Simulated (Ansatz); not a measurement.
Frontier orbitals of `[OH][Nb]([OH])([OH])([Cl])[Cl]`.

The species carries charge 0 and has multiplicity 1. Correlated methods include outer-core shells of Nb, which these sets cover unevenly. Nb: def2 effective core potential. The structure was optimised at the PBE0-D4/def2-TZVP level. It is one conformer, not always the lowest. Basis def2-TZVPP, Ansatz.

Orbital energies of one run (eV). Highest occupied ones, from the top: -6.95, -7.40, -7.64, -7.80, -8.22, -8.56, -8.61, -8.87, -9.18, -9.80, -10.03, -10.15, -12.93, -13.09. Empty: -3.65, -3.39, -2.12, -1.86, -0.92, -0.58.

Question: Which functional gave them?
A. B3LYP
B. PBE
C. CAM-B3LYP
D. r2SCAN0

Answer: B. HOMO energies: PBE -6.95, r2SCAN0 -8.58, B3LYP -8.07, CAM-B3LYP -9.68 eV.

B3LYP here is the variant with VWN-RPA as its local correlation; programs differ in this.
